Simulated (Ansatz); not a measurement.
The cluster Ta2N2. The state is a singlet with charge 0. Geometry r2SCAN-D4/def2-TZVP.

```xyz
4

Ta    1.6772    1.5616   -0.7259
Ta   -1.6778   -1.5606    0.7269
N     0.4406    0.4092   -0.1912
N    -0.4400   -0.4103    0.1902
```

In the def2 sets Ta takes a core potential; there is no spin–orbit coupling. At LDA (SPW92)/def2-TZVP an occupied level of the charge 0 singlet lies above an empty one (by up to 0.05 eV), so this SCF solution is probably not the lowest. This restricted singlet of an open-shell metal (gap down to -0.05 eV) wasn't tested against broken symmetry. No other spin state of charge 0 was run. The geometry of the singlet was relaxed on an unsound state (restricted singlet whose occupied levels cross empty ones at other levels, untested at these). Another isomer (singlet) lies 5.89 eV lower at PBE0-D4/def2-TZVP; other spin states weren't run for this one.

Problem. Estimate the orbital energies around the gap (eV) in Ansatz with LDA (SPW92)/def2-TZVP, PBE-D4/def2-TZVP, revPBE-D4/def2-TZVP, r2SCAN-D4/def2-TZVP, PBE0-D4/def2-TZVP.

Solution. 
```
orbital  LDA (SPW92)/def2-TZVP  PBE-D4/def2-TZVP  revPBE-D4/def2-TZVP  r2SCAN-D4/def2-TZVP  PBE0-D4/def2-TZVP
 HOMO−5                 -10.40            -10.16               -10.08               -10.46             -11.57
 HOMO−4                  -6.09             -5.87                -5.80                -5.94              -6.68
 HOMO−3                  -6.09             -5.87                -5.80                -5.94              -6.68
 HOMO−2                  -5.02             -4.83                -4.77                -4.97              -5.61
 HOMO−1                  -4.95             -4.76                -4.70                -4.91              -5.54
   HOMO                  -3.62             -3.53                -3.49                -3.71              -3.93
   LUMO                  -3.67             -3.50                -3.46                -3.68              -3.18
 LUMO+1                  -3.63             -3.41                -3.33                -3.14              -2.22
 LUMO+2                  -3.58             -3.38                -3.30                -3.11              -2.19
 LUMO+3                  -3.03             -2.83                -2.76                -2.71              -2.05
 LUMO+4                  -3.03             -2.83                -2.76                -2.71              -2.05
 LUMO+5                  -2.76             -2.52                -2.41                -2.33              -1.77
```
